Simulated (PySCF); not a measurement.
Members of one series of related molecules.

All values: PBE0/pcSseg-1 (PySCF) at GFN2-xTB geometries, gas phase, one conformer each.

(1) Rank by HOMO energy, highest first.
A. `C=C(OC)[SiH2]/N=C/CC#N`
B. `C=C(OC)[SiH2]/N=C/C=O`
C. `[SiH2](N=C)C(=C)OC`

(2) Rank by the lowest IAO charge on any atom, highest value first.
A. `C=C(OC)[SiH2]/N=C\CO`
B. `C=C(OC)[SiH2]/N=C\C(=O)O`
C. `C=C(OC)[SiH2]/N=C/C=O`
D. `C=C(OC)[SiH2]/N=C/CC#N`
E. `C=N/C=N\[SiH2]C(=C)OC`

(3) Rank by HOMO–LUMO gap, highest first.
A. `C(=N\[SiH2]C(=C)OC)/C=C`
B. `C=N/C=N\[SiH2]C(=C)OC`
C. `C=N[SiH2]C(=C)OC`
D. `C=C(OC)[SiH2]/N=C/CC#N`
E. `C=C(OC)[SiH2]/N=C/C=O`

Results:

(1) C (-6.68 eV), A (-6.93 eV), B (-7.05 eV).

(2) B (-0.474 e), C (-0.503 e), D (-0.529 e), A (-0.546 e), E (-0.592 e).

(3) C (5.91 eV), D (5.71 eV), B (5.22 eV), A (5.00 eV), E (4.54 eV).

All values together:

| SMILES | change | formula | μ (D) | HOMO (eV) | LUMO (eV) | lowest IAO charge (e) | highest IAO charge (e) | lowest Hirshfeld charge (e) | highest Hirshfeld charge (e) |
| --- | --- | --- | --- | --- | --- | --- | --- | --- | --- |
| C=N[SiH2]C(=C)OC | parent | C4H9NOSi | 1.36 | -6.68 | -0.76 | -0.515 (N) | +0.894 (Si) | -0.227 (N) | +0.361 (Si) |
| C=C(OC)[SiH2]/N=C/CC#N | H on C replaced by CH2CN | C6H10N2OSi | 2.28 | -6.93 | -1.22 | -0.529 (N) | +0.902 (Si) | -0.228 (N) | +0.365 (Si) |
| C=N/C=N\[SiH2]C(=C)OC | H on C replaced by N=CH2 | C5H10N2OSi | 3.03 | -6.64 | -1.42 | -0.592 (N) | +0.884 (Si) | -0.259 (N) | +0.340 (Si) |
| C=C(OC)[SiH2]/N=C\CO | H on C replaced by CH2OH | C5H11NO2Si | 2.68 | -6.74 | -0.80 | -0.546 (N) | +0.878 (Si) | -0.244 (N) | +0.344 (Si) |
| C=C(OC)[SiH2]/N=C/C=O | H on C replaced by CHO | C5H9NO2Si | 2.99 | -7.05 | -2.51 | -0.503 (N) | +0.902 (Si) | -0.212 (O) | +0.369 (Si) |
| C=C/C=N/[SiH2]C(=C)OC | H on C replaced by vinyl | C6H11NOSi | 1.73 | -6.62 | -1.62 | -0.551 (N) | +0.899 (Si) | -0.227 (N) | +0.353 (Si) |
| C=C(OC)[SiH2]/N=C\C(=O)O | H on C replaced by COOH | C5H9NO3Si | 2.53 | -6.76 | -2.17 | -0.474 (N) | +0.884 (Si) | -0.235 (O) | +0.351 (Si) |

Conformers: `[CH2:1]=[N:2][SiH2:3][C:4](=[CH2:5])[O:6][CH3:7]` with C1–N2–Si3–C4 117°, N2–Si3–C4–C5 58°, Si3–C4–O6–C7 180°; `[CH2:1]=[C:2]([O:3][CH3:4])[SiH2:5]/[N:6]=[CH:7]/[CH2:8][C:9]#[N:10]` with C1–C2–O3–C4 3°, C1–C2–Si5–N6 -112°, C2–Si5–N6–C7 -94°, N6–C7–C8–C9 -112°; `[CH2:1]=[N:2]/[CH:3]=[N:4]\[SiH2:5][C:6](=[CH2:7])[O:8][CH3:9]` with C1–N2–C3–N4 66°, C3–N4–Si5–C6 -117°, N4–Si5–C6–C7 7°, Si5–C6–O8–C9 179°; `[CH2:1]=[C:2]([O:3][CH3:4])[SiH2:5]/[N:6]=[CH:7]\[CH2:8][OH:9]` with C1–C2–O3–C4 2°, C1–C2–Si5–N6 -9°, C2–Si5–N6–C7 79°, N6–C7–C8–O9 -9°, C7–C8–O9–H -64°; `[CH2:1]=[C:2]([O:3][CH3:4])[SiH2:5]/[N:6]=[CH:7]/[CH:8]=[O:9]` with C1–C2–O3–C4 -2°, C1–C2–Si5–N6 111°, C2–Si5–N6–C7 99°, N6–C7–C8–O9 -179°; `[CH2:1]=[CH:2]/[CH:3]=[N:4]/[SiH2:5][C:6](=[CH2:7])[O:8][CH3:9]` with C1–C2–C3–N4 180°, C3–N4–Si5–C6 122°, N4–Si5–C6–C7 6°, Si5–C6–O8–C9 180°; `[CH2:1]=[C:2]([O:3][CH3:4])[SiH2:5]/[N:6]=[CH:7]\[C:8](=[O:9])[OH:10]` with C1–C2–O3–C4 1°, C1–C2–Si5–N6 -134°, C2–Si5–N6–C7 -89°, N6–C7–C8–O9 2°, C7–C8–O10–H 180°.

Question: Give the shifts from the parent, `C=N[SiH2]C(=C)OC`.

Answer: 
| SMILES | change in μ (D) | change in HOMO (eV) | change in LUMO (eV) |
| --- | --- | --- | --- |
| C=C(OC)[SiH2]/N=C/CC#N | +0.92 | -0.25 | -0.46 |
| C=N/C=N\[SiH2]C(=C)OC | +1.67 | +0.04 | -0.66 |
| C=C(OC)[SiH2]/N=C\CO | +1.32 | -0.06 | -0.04 |
| C=C(OC)[SiH2]/N=C/C=O | +1.63 | -0.37 | -1.75 |
| C=C/C=N/[SiH2]C(=C)OC | +0.37 | +0.06 | -0.86 |
| C=C(OC)[SiH2]/N=C\C(=O)O | +1.17 | -0.08 | -1.41 |
